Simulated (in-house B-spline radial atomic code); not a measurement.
A calculation on O⁺ (an excited or competing configuration): its settings, and results tabulated from the run. Level of theory: scalar-relativistic (X2C) wB97X, spin-polarised, spherical fractional occupations, exact exchange averaged over the configuration, Fermi nucleus of rms radius 2.6991 fm; calculated with a radial B-spline atomic code at the basis-set limit.

Command:
```bash
python run_scf.py task.json out
```
Settings (nuclear radius in fm, mass in u):
```
Z                8
configuration    [He] 2s1 2p4
hamiltonian      x2c
method           wb97x
spin_polarised   True
nucleus          fermi
rms_radius       2.6991
atomic_mass      15.99491
speed_of_light   137.035999084
exact_exchange   averaged over the configuration
```

Output (hartree, bohr):
```
 radial grid: 71 intervals, B-splines of order 8, outer radius 23.5294 bohr

 iter        energy (Eh)    residual
    1         -71.501281    2.31e-01
    2         -73.659473    1.08e-01
    3         -74.020502    3.16e-02
    4         -74.066055    9.43e-03
    5         -74.071205    5.62e-03
    6         -74.072193    3.78e-04
    7         -74.072200    3.90e-05
    8         -74.072200    5.06e-06
    9         -74.072200    4.01e-07
   10         -74.072200    6.39e-08

 total energy                       -74.07220
 kinetic                              74.0372
 electron-nucleus                   -171.9582
 Hartree                              31.7092
 exact exchange                       -2.0052
 exchange-correlation                 -5.8552

 orbital      occ     eigenvalue          <r>       <r^2>       <1/r>       <r^4>     <1/r^2>       r_max
 1s up      1.000       -20.0614     0.199208   0.0536656     7.65487  0.00758154     120.116      0.1289
 1s down    1.000       -19.9849     0.198745   0.0533354     7.66306  0.00743955     120.276      0.1289
 2s up      1.000        -1.7756      1.06698     1.36149      1.3599     3.45516     7.80532      0.8491
 2p up      3.000        -1.1678      1.07629     1.46189     1.23167     4.75621     2.16916      0.7809
 2p down    1.000        -0.9349      1.19267     1.83477      1.1452     7.90449     1.93726      0.8049
```

Run time, properties included: 0.49 s on 1 thread of Arm Neoverse N1, with other jobs on the host.
